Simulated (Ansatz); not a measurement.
Mulliken charges of `[OH][Y]([OH])[Cl]` from PBE/def2-TZVPP in Ansatz (PBE0-D4/def2-TZVP geometry).

```json
{"atom": "O1", "x (Å)": "-0.545", "y (Å)": "1.573", "z (Å)": "-0.742", "charge (e)": "-0.533"}
{"atom": "Y2", "x (Å)": "-0.179", "y (Å)": "-0.329", "z (Å)": "-0.227", "charge (e)": "1.081"}
{"atom": "O3", "x (Å)": "1.014", "y (Å)": "-0.711", "z (Å)": "1.338", "charge (e)": "-0.533"}
{"atom": "Cl4", "x (Å)": "-1.195", "y (Å)": "-2.201", "z (Å)": "-1.520", "charge (e)": "-0.381"}
{"atom": "H5", "x (Å)": "-0.682", "y (Å)": "2.495", "z (Å)": "-0.938", "charge (e)": "0.183"}
{"atom": "H6", "x (Å)": "1.587", "y (Å)": "-0.828", "z (Å)": "2.089", "charge (e)": "0.183"}
```

**Question.** By hand: the dipole of these point charges (1 e Å = 4.8032 D).

**Answer.** Σ q r = (0.177, 0.329, 0.227) e Å, of length 0.437 e Å = 2.10 D.

**Question.** How does the dipole of the full density compare? (Best estimate.)

**Answer.** The calculation gave: (0.297, 0.547, 0.378) e Å, 3.50 D; the point charges give 0.60 times that, at 0° from its direction.

Point charges leave out the atoms' own dipoles, such as those of lone pairs, and Mulliken's split depends on the basis, so the two needn't agree.
